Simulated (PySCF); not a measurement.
# Two-component Hartree-Fock for Nb (niobium, neutral)

Start: [Kr] 4d4 5s1; 4d3/2 filled at m_j = -3/2, -1/2, +1/2, +3/2; 5s1/2 filled at m_j = +1/2. Calculated with PySCF 2.14 in x2c-SVPall-2c with one added diffuse shell each of s, p, d type (7s9p7d1f, 76 functions): generalised Hartree-Fock with the X2C-1e Hamiltonian and a Gaussian nucleus; one run each with spin-orbit coupling (SO) switched off, then screened by Boettger's factors.

```csv
spinor shell,electrons,"ε, spin-free (eV)","ε, screened SO (eV)",weight of nominal j (screened SO),"rms radius, screened SO (bohr)"
1s1/2,2,-19083.5,-19082.6,1.000,0.0415
2s1/2,2,-2741.3,-2741.0,1.000,0.171
2p1/2,2,-2442.1,-2508.3,1.000,0.149
2p3/2,4,-2442.1,-2410.8,1.000,0.154
3s1/2,2,-488.46,-488.37,1.000,0.471
3p1/2,2,-387.65,-398.80,1.000,0.471
3p3/2,4,-387.65,-382.32,1.000,0.482
3d3/2,4,-222.75,-224.64,0.979,0.472
3d5/2,6,-222.75,-221.39,0.986,0.475
4s1/2,2,-72.127,-72.095,1.000,1.24
4p1/2,2,-42.887,-46.978,0.671,1.42
4p3/2,4,-42.887,-40.849,0.835,1.40
4d3/2,4,-7.865,-7.871,0.522,2.36
5s1/2,1,-6.268,-6.262,0.998,4.10
```

| quantity | spin-free | screened SO |
| --- | --- | --- |
| E (hartree) | -3816.69994 | -3817.09149 |
| M_J | 1/2 | 1/2 |
| ⟨J²⟩ | 4.760 | 4.624 |
| ⟨L²⟩ | 6.006 | 6.006 |
| ⟨S²⟩ | 8.754 | 8.750 |

The determinant has a definite M_J but mixes levels of different J.

Each row is a mean over spinors that exchange with the open shell spreads, by up to 4.400 eV (4p3/2).

Rows whose weight is well below 1 are mixtures of j = l ± 1/2: exchange outweighs spin-orbit coupling there, and the label is only the starting occupation.

Breit and QED terms are absent; they matter most for the inner s and p1/2 levels.

Densities and radii are taken from the X2C orbitals without a picture-change correction, which distorts them close to the nucleus.

Without spin-orbit coupling the j labels of p, d and f shells carry no meaning; the spin-free column gives the mean over the occupied spinors of each nl shell, and its ⟨J²⟩ belongs to a mixture of degenerate components.
